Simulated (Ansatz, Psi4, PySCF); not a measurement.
C4H9 (SMILES [CH2-]C(C)C), charge -1, singlet, geometry from GFN2-xTB (in this run its highest filled SCF level lies above zero, so its values depend strongly on the basis, on diffuse functions most of all). Base run: CCSD(T)/STO-3G run with PySCF.

Input for PySCF:
```python
from pyscf import gto, scf, cc

mol = gto.M(
    atom='''
C     0.00360706    0.07275878    0.35852744
H     0.01413019   -0.02455558    1.49184561
C     0.00197210    1.48905250   -0.21294948
H    -0.87836911    2.02265113    0.26479170
H     0.89409793    2.01789160    0.24792523
C     1.24251803   -0.68650164   -0.13018073
H     1.27251834   -0.67330054   -1.21910898
H     2.14853428   -0.20354655    0.23586489
H     1.24765967   -1.73021109    0.20964392
C    -1.24843893   -0.67981278   -0.10647724
H    -1.29908454   -0.66639513   -1.19463808
H    -1.25271749   -1.72349693    0.23343705
H    -2.14471882   -0.19201806    0.27671870
''',
    basis='sto-3g',
    charge=-1,
    verbose=4,
)

mf = scf.RHF(mol)
mf.kernel()

mycc = cc.CCSD(mf)
mycc.kernel()
et = mycc.ccsd_t()
print('E(CCSD(T)) = %.10f' % (mycc.e_tot + et))
```

The same geometry, method and basis name were run in Ansatz (an electronic-structure program) and Psi4 and PySCF, at each program's defaults and at the settings that a row names. The base is PySCF at its defaults. Differences at the defaults can come from grids, fitting, cores and function types together.

| code and settings | ΔE vs base (µEh) | basis functions | E (Eh) | SCF cycles |
|---|---|---|---|---|
| PySCF, defaults (exact integrals, spherical functions, all electrons correlated) | 0.0 | 29 | -154.85601 | 8 |
| Psi4, defaults (exact integrals, spherical functions, all electrons correlated) | 0.2 | 29 | -154.85601 | 10 |
| Ansatz, defaults (factorised integrals, spherical functions, frozen core) | 1666 | 29 | -154.85434 | - |
| PySCF, frozen core | 1642 | 29 | -154.85437 | 8 |
| Psi4, exact integrals, spherical functions, frozen core | 1642 | 29 | -154.85437 | 10 |
| Ansatz, high accuracy, frozen core | 1642 | 29 | -154.85437 | - |
